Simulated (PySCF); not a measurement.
Spin states of RbB

Unrestricted PBE0; Rb def2-SVPD with ECP28, B def2-SVPD; scalar-relativistic core potentials (PySCF 2.14). Outer shells of the fragments: Rb 5s1; B 2s2 2p1.

Followed along the bond (rough minima from three points):

| 2Ms+1 | unpaired | ⟨S²⟩ at the start | R at minimum (Å) | Te (eV) |
| --- | --- | --- | --- | --- |
| 3 | σ ↑, π ↑ | 2.00 | 3.04 | 0.00 |
| 1 | σ ↓, π ↑ | 1.01 | 3.07 | 0.21 |
| 3 | π ↑↑ | 2.01 | 2.74 | 0.24 |
| 1 | π ↑↓ | 1.01 | 2.74 | 0.47 |
| 1 | none | 0.00 | 3.34 | 0.63 |

Solutions found at the starting distance of 2.875 Å, counted from the lowest of them; the search is not exhaustive and high or unbound solutions are not listed, so other states can lie among these:

```tsv
2Ms+1	unpaired	term	E (eV)	⟨S²⟩	⟨Lz²⟩	μ (D)
3	σ ↑, π ↑	³Π	0.00	2.00	1.01	-7.76
1	σ ↓, π ↑	mixed	0.21	1.01	1.01	-7.29
3	π ↑↑	³Σ⁻	0.24	2.01	0.00	-10.18
1	π ↑↓	mixed	0.46	1.01	2.02	-10.12
1	none	¹Σ⁺	0.84	0.00	0.00	-5.30
1	none	mixed	1.33	0.00	2.00	-9.61
3	σ ↑↑	³Σ⁺	1.38	2.00	0.00	3.00
3	π ↑↑	mixed	2.62	2.00	2.01	3.36
3	π ↑, δ ↑	mixed	3.41	2.00	5.01	0.62
3	π ↑, δ ↑	mixed	3.41	2.00	4.99	0.66
1	π ↑, δ ↓	mixed	3.42	1.00	5.01	0.77
```

A term symbol is given only where ⟨S²⟩ and ⟨Lz²⟩ are close to those of a pure state; real π, δ and φ orbitals otherwise mix terms. A positive dipole means Rb(−)B(+).

Spin–orbit coupling is left out.
